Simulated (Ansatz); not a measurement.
One change: `[ZnH][SiH]1[SiH2][Te]1` becomes `C[SiH]1[SiH2][Te]1`.

Ansatz, PBE0-D4/def2-TZVP geometries, multiplicity 1. 

Elements past krypton have def2 core potentials. Scalar relativity is left out up to krypton. Spin–orbit coupling is left out; it splits and shifts lone-pair levels of the heavy atoms by tenths of an eV.

```tsv
property	`[ZnH][SiH]1[SiH2][Te]1`
HOMO–LUMO gap (ωB97M-V/def2-TZVPP) / eV	8.13
LUMO energy (ωB97M-V/def2-TZVPP) / eV	-0.05
size of the dipole moment (ωB97M-V/def2-TZVPP) / D	1.88
HOMO–LUMO gap (PBE0/def2-TZVPP) / eV	4.65
HOMO–LUMO gap (B3LYP/def2-TZVPP) / eV	4.23
LUMO energy (PBE/def2-TZVPP) / eV	-2.29
```

Problem. What does the change do to each property? (Best estimate.)

Solution. Computed: 
```csv
property,`C[SiH]1[SiH2][Te]1`,shift
HOMO–LUMO gap (ωB97M-V/def2-TZVPP) / eV,9.38,1.25
LUMO energy (ωB97M-V/def2-TZVPP) / eV,1.03,1.08
size of the dipole moment (ωB97M-V/def2-TZVPP) / D,2.06,0.18
HOMO–LUMO gap (PBE0/def2-TZVPP) / eV,5.68,1.03
HOMO–LUMO gap (B3LYP/def2-TZVPP) / eV,5.25,1.02
LUMO energy (PBE/def2-TZVPP) / eV,-1.45,0.84
```

With PBE0 the HOMO falls by 0.11 eV and the LUMO rises by 0.92 eV, so the gap widens by about 1.03 eV. PBE moves the HOMO by -0.06 eV and ωB97M-V by -0.17 eV. Dipoles are sizes alone; their direction can turn.

Positive LUMOs are unbound, so they and the gaps depend on the basis.

B3LYP here is the variant with VWN-RPA as its local correlation; programs differ in this.
